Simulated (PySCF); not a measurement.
## Electron correlation in Mo⁺ (molybdenum, charge +1)

[Kr] 4d5, high-spin 6S determinant. Calculation: PySCF 2.14, in x2c-QZVPPall; scalar relativity by spin-free X2C-1e. Frozen: [Ar] 3d10; 13 electrons correlated.

MP2 pair energies summed by pair of shells (mhartree):

```tsv
pair	energy	share (%)
4p-4d	-153.63	42.1
4p-4p	-85.93	23.5
4d-4d	-61.49	16.8
4s-4p	-36.25	9.9
4s-4d	-22.07	6.0
4s-4s	-5.80	1.6
```

Total MP2 correlation energy: -365.17 mhartree.

Same-spin part -131.88 and opposite-spin part -233.29 mhartree; SCS-MP2 scales them by 1/3 and 6/5 to -323.90 mhartree.

This basis was not built for core-valence correlation, so the inner-shell part is incomplete.
